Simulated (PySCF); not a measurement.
A species of formula H6OSeSi2 has this rotational fingerprint, computed with PBE0-D3(BJ)/def2-SVP geometry optimisation, gas phase (PySCF):

* Rotational constants: A = 8292, B = 893.2, C = 825.9 MHz
* Dipole components: |μa| = 1.74 D, |μb| = 1.03 D, |μc| = 0.44 D
* Inertial defect: -14.85 u·Å²
* κ: -0.98

Question: Which structure is it? (One computed conformer of each.)
A. `[OH:1][SiH2:2][Se:3][SiH3:4]` with H–O1–Si2–Se3 -53°, O1–Si2–Se3–Si4 97°
B. `[OH:1][SiH2:2][SiH2:3][SeH:4]` with H–O1–Si2–Si3 -179°, O1–Si2–Si3–Se4 -178°, Si2–Si3–Se4–H 57°
C. `[SiH3:1][O:2][SiH2:3][SeH:4]` with Si1–O2–Si3–Se4 26°, O2–Si3–Se4–H 68°

Answer: B. It is O[SiH2][SiH2][SeH], a near-prolate asymmetric top. The candidates at the same level (rigid rotor, commonest isotopes):

```
            SMILES  A (MHz)  B (MHz)  C (MHz)  μa (D)  μb (D)  μc (D)  Δ (u·Å²)  point group                        rotor
 O[SiH2][Se][SiH3]     3845     1648     1313    0.58    1.56    0.33    -53.26           C1               asymmetric top
O[SiH2][SiH2][SeH]     8292    893.2    825.9    1.74    1.03    0.44    -14.85            –  near-prolate asymmetric top
[SiH3]O[SiH2][SeH]     4991     1190    993.4    0.32    0.05    0.47    -17.34           C1  near-prolate asymmetric top
```

`[SiH3]O[SiH2][SeH]` has A 40 % too low; `O[SiH2][Se][SiH3]` has B 84 % too high. No structure here is proved a minimum.
